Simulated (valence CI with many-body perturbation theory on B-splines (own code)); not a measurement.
**Level structure of As10+**

Computed by relativistic CI+MBPT: five valence electrons over a frozen Dirac-Fock core [Ar], a basis of 7 s, 7 p, 8 d, 6 f, 4 g, 1 h functions for each j, with the one-electron correlation potential Σ1, the two-electron term Σ2, the three-electron term Σ3, Breit, model QED; selected CI, second order for the rest, scaled by the run's own slope (own B-spline code, finite nucleus).

No measured levels were compared; by estimate terms of the open shell hold to 2 to 4 % of their energy, and close levels can change places. Among the levels kept, up to 1200 cm⁻¹ of a level comes from second order outside the variational space, and about a tenth of that is noise between levels of different J, which matters for small intervals. Excitations out of the core, of the other parity, are not computed and may begin above about 68.1 eV (a cautious bound); beyond it only levels of the ground parity were kept, without lifetimes.

Levels 1 to 45 of 84, with energies above the lowest level, 3d5 6S_5/2. "Leading %" is the weight of the configuration and term that name the level; weights of strongly mixed levels are sums over their largest components and can fall short. In the jj column 3d3/2^4 stands for four electrons in 3d with j = 3/2. Lifetimes count E1, E2, E3, M1 and M2 decay at the calculated energies, and are blank where another channel may lead or the interval is too uncertain; long ones can be off by a factor of two.

```
No.  Configuration  Term     J  E (eV)  Leading %                 Leading jj  Lifetime
  1            3d5    6S   5/2    0.00         99     3d3/2^2 3d5/2^3 (42 %)          
  2            3d5    4G   5/2    7.68         96     3d3/2^2 3d5/2^3 (36 %)    2.13 s
  3            3d5    4G  11/2    7.71         99     3d3/2^2 3d5/2^3 (49 %)          
  4            3d5    4G   7/2    7.73         98     3d3/2^3 3d5/2^2 (40 %)     189 s
  5            3d5    4G   9/2    7.76         99     3d3/2^2 3d5/2^3 (65 %)     418 s
  6            3d5    4P   5/2    8.39         70       3d3/2^4 3d5/2 (39 %)   12.0 ms
  7            3d5    4P   3/2    8.54         75     3d3/2^3 3d5/2^2 (58 %)   17.5 ms
  8            3d5    4P   1/2    8.71         88     3d3/2^2 3d5/2^3 (53 %)    7.90 s
  9            3d5    4D   7/2    9.35         97     3d3/2^2 3d5/2^3 (59 %)    236 ms
 10            3d5    4D   1/2    9.58         88     3d3/2^2 3d5/2^3 (79 %)    127 ms
 11            3d5    4D   5/2    9.67         73     3d3/2^2 3d5/2^3 (32 %)   33.6 ms
 12            3d5    4D   3/2    9.69         75       3d3/2 3d5/2^4 (49 %)   44.4 ms
 13            3d5    2I  11/2   11.12         94     3d3/2^2 3d5/2^3 (50 %)          
 14            3d5    2I  13/2   11.24        100    3d3/2^2 3d5/2^3 (100 %)    7.63 s
 15            3d5    2D   5/2   11.78         54       3d3/2^4 3d5/2 (28 %)   11.6 ms
 16            3d5    2D   3/2   12.14         77     3d3/2^2 3d5/2^3 (62 %)   29.3 ms
 17            3d5    2F   7/2   12.48         67     3d3/2^3 3d5/2^2 (49 %)   37.4 ms
 18            3d5    4F   9/2   12.69         77     3d3/2^3 3d5/2^2 (51 %)   48.1 ms
 19            3d5    4F   5/2   12.87         84     3d3/2^2 3d5/2^3 (72 %)   47.5 ms
 20            3d5    4F   7/2   12.99         64       3d3/2 3d5/2^4 (64 %)   17.3 ms
 21            3d5    4F   3/2   13.17         77       3d3/2 3d5/2^4 (52 %)   28.4 ms
 22            3d5    2H   9/2   13.46         65     3d3/2^2 3d5/2^3 (81 %)   26.6 ms
 23            3d5    2F   5/2   13.62         50             3d5/2^5 (53 %)   11.2 ms
 24            3d5    2H  11/2   13.90         93       3d3/2 3d5/2^4 (73 %)          
 25            3d5    2G   7/2   13.94         92     3d3/2^2 3d5/2^3 (76 %)    140 ms
 26            3d5    2G   9/2   14.35         60       3d3/2 3d5/2^4 (68 %)   47.2 ms
 27            3d5    2F   5/2   14.84         92     3d3/2^2 3d5/2^3 (57 %)   48.1 ms
 28            3d5    2F   7/2   14.96         92       3d3/2 3d5/2^4 (45 %)   52.7 ms
 29            3d5    2S   1/2   16.24         99     3d3/2^3 3d5/2^2 (40 %)   15.4 ms
 30            3d5    2D   3/2   18.13         99     3d3/2^3 3d5/2^2 (35 %)   11.6 ms
 31            3d5    2D   5/2   18.23         97       3d3/2 3d5/2^4 (39 %)   8.66 ms
 32            3d5    2G   9/2   20.16        100     3d3/2^2 3d5/2^3 (82 %)          
 33            3d5    2G   7/2   20.20         99     3d3/2^2 3d5/2^3 (48 %)          
 34            3d5    2P   3/2   24.32         96     3d3/2^2 3d5/2^3 (74 %)          
 35            3d5    2P   1/2   24.41         99     3d3/2^2 3d5/2^3 (46 %)          
 36            3d5    2D   5/2   26.51         99     3d3/2^2 3d5/2^3 (83 %)          
 37            3d5    2D   3/2   26.60         96       3d3/2 3d5/2^4 (54 %)          
 38         3d4.4s    6D   1/2  112.40         97  3d3/2^2 3d5/2^2 4s (43 %)          
 39         3d4.4s    6D   3/2  112.55         98    3d3/2^3 3d5/2 4s (50 %)          
 40         3d4.4s    6D   5/2  112.76         98  3d3/2^2 3d5/2^2 4s (64 %)          
 41         3d4.4s    6D   7/2  113.02         98  3d3/2^2 3d5/2^2 4s (47 %)          
 42         3d4.4s    6D   9/2  113.32         98    3d3/2 3d5/2^3 4s (42 %)          
 43         3d4.4s    4D   1/2  114.43         97    3d3/2^3 3d5/2 4s (38 %)          
 44         3d4.4s    4D   3/2  114.65         98  3d3/2^2 3d5/2^2 4s (52 %)          
 45         3d4.4s    4D   5/2  114.95         98  3d3/2^2 3d5/2^2 4s (52 %)
```

Names give the largest LS component (configuration and term), which can be under half, so a name can repeat, a term be missing and a line seem to break the LS rules; names also repeat where a configuration has a term twice.

The ionisation energy to 3d4 5D_0 of the next ion comes out as 294.99 eV (NIST: 296 ± 2.4 eV (theoretical)). All 84 levels together are meant to be complete up to 68.12 eV.
